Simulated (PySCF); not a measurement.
Compound: C6H5ClFO (doublet state).
Atom-mapped SMILES: `[CH2:1]=[C:2](/[CH:3]=[CH:4]/[Cl:5])[O:6]/[C:7]=[CH:8]\[F:9]` (hydrogens: H10, H11 on C1; H12 on C3; H13 on C4; H14 on C8)

Structure used (GFN2-xTB), in Å, numbered top down from 1:
```xyz
14
C6H5ClFO angstrom
C      0.039    0.876    1.354
C     -0.361    0.314    0.203
C     -1.759    0.212   -0.188
C     -2.164   -0.298   -1.348
Cl    -3.816   -0.412   -1.775
O      0.500   -0.210   -0.721
C      1.802   -0.112   -0.630
C      2.804   -0.591    0.044
F      2.673   -1.548    1.030
H     -0.678    1.271    2.047
H      1.078    0.940    1.623
H     -2.471    0.578    0.536
H     -1.486   -0.675   -2.099
H      3.839   -0.346   -0.123
```

The hyperfine couplings belong to this conformer and change with its torsions.

Theory: PySCF, UKS B3LYP, pcH-1 on C Cl F H O, non-relativistic, mean-field spin-orbit, GIAO. One conformer (not necessarily the lowest) at the GFN2-xTB geometry, without solvent, vibrations or thermal averaging. Couplings are sensitive to structure, and on GFN2-xTB geometries they can be far from those on DFT ones. No stability test was run, so a lower SCF solution isn't excluded.

Task: Predict the first-order ENDOR lines of F9, H14, H11, H10, H13 and H12 under fast tumbling at B = 3348.5 mT (W band).

Result: For S = 1/2 in fast tumbling each set of equivalent nuclei gives two lines, ν± = |νn ± a/2| to first order, with νn = g_N μN B/h and μN/h = 7.62259 MHz/T.

```
nuclei  isotope     g_N  νn (MHz)  a_iso (MHz)  lower line (MHz)  upper line (MHz)
    F9      19F  5.2577    134.20       228.20             20.10            248.30
   H14       1H  5.5857    142.57        19.84            132.65            152.49
   H11       1H  5.5857    142.57        -5.57            139.79            145.35
   H10       1H  5.5857    142.57        -5.19            139.98            145.17
   H13       1H  5.5857    142.57         1.39            141.87            143.27
   H12       1H  5.5857    142.57        -0.72            142.21            142.93
```

Task: Which pairs are centred on the nuclear Larmor frequency, and which on half the coupling?

Result: Centred on νn, since |a| < 2νn: F9, H14, H11, H10, H13 and H12. No pair has |a| > 2νn.

The Mulliken spin populations are largest on C7 (+0.85), O6 (+0.11), C1 (+0.10) and C8 (-0.07). C7 is the only atom above +0.15.

On one thread, Arm Neoverse V1 (aarch64), shared host with 32 logical CPUs at a one-minute load of 26, this took 1.9 min wall (with the writing of density and orbital grids) and 0.97 GiB of memory at its peak.
